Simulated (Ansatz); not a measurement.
C2H7AlTe, SMILES `[AlH2][CH2]C[TeH]`, relaxed with RKS PBE0-D4/def2-TZVP in Ansatz 0.2.0 from a PBE-D4/def2-SVP geometry. The force threshold is 0.005 eV/Å; the program also tests the step.

The species carries charge 0 and has multiplicity 1. Te takes the def2 core potential.

Start:

```xyz
11

Al   -1.805    1.166   -0.202
C    -0.624   -0.410    0.024
C     0.866   -0.103    0.043
Te    2.057   -1.956    0.302
H    -1.176    2.634   -0.349
H    -3.394    0.955   -0.236
H    -0.882   -1.128   -0.790
H    -0.946   -0.925    0.960
H     1.216    0.355   -0.902
H     1.151    0.563    0.880
H     3.537   -1.152    0.270
```

| step | energy (eV) | largest force (eV/Å) | largest move (Å) |
| --- | --- | --- | --- |
| 1 | -16073.2180 | 0.597 | 0.000 |
| 2 | -16073.2557 | 0.388 | 0.066 |
| 3 | -16073.2626 | 0.070 | 0.024 |
| 4 | -16073.2629 | 0.040 | 0.035 |
| 5 | -16073.2633 | 0.045 | 0.021 |
| 6 | -16073.2635 | 0.007 | 0.006 |
| 7 | -16073.2635 | 0.002 | 0.002 |

End:

```xyz
11

Al   -1.789    1.151   -0.200
C    -0.619   -0.412    0.025
C     0.864   -0.099    0.043
Te    2.021   -1.914    0.297
H    -1.156    2.602   -0.345
H    -3.364    0.951   -0.235
H    -0.861   -1.122   -0.778
H    -0.925   -0.922    0.949
H     1.200    0.357   -0.887
H     1.135    0.561    0.866
H     3.496   -1.153    0.265
```

Run time 24 s (4 threads of an Arm Neoverse V2 on a shared host); peak host memory 0.5 GiB.
